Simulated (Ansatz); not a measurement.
Ansatz (a quantum-chemistry and plane-wave program) input for C4H7FSi, SMILES F[C@H]1[Si@H](C=C1)C, PBE/def2-SVPD. Geometry optimised at TPSSh-D3(BJ)/def2-SVP. The structure was generated by enumeration; whether it is a known compound was not checked.

Ansatz 0.2 input:
```yaml
crystal:
  periodic: [false, false, false]
  atoms:
    - {symbol: C, position_ang: [2.15352081, 0.19184005, -0.08297627]}
    - {symbol: Si, position_ang: [0.53119338, -0.65159994, -0.50627889]}
    - {symbol: C, position_ang: [-0.48125629, -1.31961023, 0.92100038]}
    - {symbol: C, position_ang: [-1.37471598, -0.30412454, 0.83105329]}
    - {symbol: C, position_ang: [-1.00559697, 0.51664846, -0.38788864]}
    - {symbol: F, position_ang: [-0.75966033, 1.86106134, -0.09338213]}
    - {symbol: H, position_ang: [2.54936620, 0.73077739, -0.95955027]}
    - {symbol: H, position_ang: [1.99512384, 0.91961562, 0.72761690]}
    - {symbol: H, position_ang: [2.91476137, -0.53688613, 0.24024895]}
    - {symbol: H, position_ang: [0.69380723, -1.50927666, -1.71852702]}
    - {symbol: H, position_ang: [-0.50401036, -2.13707644, 1.64624622]}
    - {symbol: H, position_ang: [-2.22973057, -0.08943790, 1.48870664]}
    - {symbol: H, position_ang: [-1.77079148, 0.48660869, -1.18353033]}
basis:
  gaussian:
    orbitals: def2-SVPD
hamiltonian:
  xc: {name: PBE}
```

Log of the run:

```
WARN ansatz: RAYON_NUM_THREADS=2 ignored (pool sized by the plan → 2); use --threads N
Functional definition: PBE
integrals: 0.12 GiB planned
1537 factors; their error is unknown
mean field: 0.84 GiB planned
mean field evaluation 1: about -14823.1510 eV, gradient 7.1e1 eV
mean field evaluation 2: about -14803.3617 eV, gradient 1.1e2 eV
mean field evaluation 4: about -14835.8779 eV, gradient 7.4e0 eV
mean field evaluation 8: about -14836.0232 eV, gradient 3.4e-1 eV
mean field evaluation 16: about -14835.9446 eV, gradient 2.8e-4 eV
mean field -14835.94464831 eV, -545.2109096611 hartree, gradient 5.3e-5 eV, S^2 0.000000; 0 other end points of the search recorded, 0 dependent functions left out
reference -14835.94469940 eV, -545.2109115386 hartree; 27, 27 occupied and 156, 156 virtual orbitals, 1537 factors
Total energy: -14835.94469940 eV, -545.2109115386 hartree
```

Self-consistency was reached.
